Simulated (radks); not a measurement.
Problem. The mean radii <r> (bohr) of the occupied orbitals of an atom or ion are listed with their occupations. Method: scalar-relativistic Kohn-Sham, BLYP, spin-polarised, spherical densities, finite nucleus; Fermi nuclear charge, rms radius of each element as measured or else 0.836 A^(1/3) + 0.57 fm; computed with a radial shooting solver on a logarithmic mesh with Libxc functionals.

| orbital | occ. | <r> |
|---|---|---|
| 1s up | 1 | 0.03040 |
| 1s down | 1 | 0.03040 |
| 2s up | 1 | 0.1317 |
| 2s down | 1 | 0.1316 |
| 2p up | 3 | 0.1148 |
| 2p down | 3 | 0.1148 |
| 3s up | 1 | 0.3583 |
| 3s down | 1 | 0.3583 |
| 3p up | 3 | 0.3571 |
| 3p down | 3 | 0.3570 |
| 3d up | 5 | 0.3346 |
| 3d down | 5 | 0.3344 |
| 4s up | 1 | 0.8672 |
| 4p up | 3 | 0.9375 |
| 4p down | 3 | 0.9408 |
| 4d up | 5 | 1.141 |
| 4d down | 4 | 1.154 |
| 5d up | 1 | 3.439 |

Name the element and its charge. Open shells, if any, are filled with parallel spins first.

Solution. Z = 48, cadmium, charge +3: Cd3+ in [Ar] 3d10 4s1 4p6 4d9 5d1. The 1s radius gives Z: for a bare nucleus <r> = (2 gamma + 1)/(2Z) with gamma = sqrt(1 - (Z/c)^2), 0.02993 bohr for Z = 48, and screening makes it slightly larger (0.03040 here). The occupations add up to 45, and the charge is Z minus that.
